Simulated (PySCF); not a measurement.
## Radial density of Ne²⁺ (neon, charge +2)

UHF, [He] 2s2 2p3 3s1, high-spin 5S determinant (an excited configuration). Calculation: PySCF 2.14, in aug-cc-pVQZ (6s5p4d3f2g, 80 functions); no relativity, point nucleus.

| r (bohr) | 4πr²ρ (e/bohr) | 4πr²(ρα − ρβ) |
| --- | --- | --- |
| 0.00241 | 0.04392 | 0.0002 |
| 0.00405 | 0.1201 | 0.0005 |
| 0.00682 | 0.3217 | 0.0012 |
| 0.0115 | 0.8290 | 0.0033 |
| 0.0193 | 2.008 | 0.0084 |
| 0.0324 | 4.370 | 0.0205 |
| 0.0546 | 7.974 | 0.0514 |
| 0.0918 | 10.86 | 0.1500 |
| 0.154 | 9.291 | 0.5122 |
| 0.260 | 5.046 | 1.6884 |
| 0.437 | 5.564 | 3.5822 |
| 0.735 | 5.940 | 3.3880 |
| 1.24 | 1.840 | 0.9983 |
| 2.08 | 0.5543 | 0.5183 |
| 3.50 | 0.2136 | 0.2135 |
| 5.88 | 0.005031 | 0.0050 |

The outer electron is Rydberg-like, and this basis confines it to a smaller radius and binds it less than a complete one would.
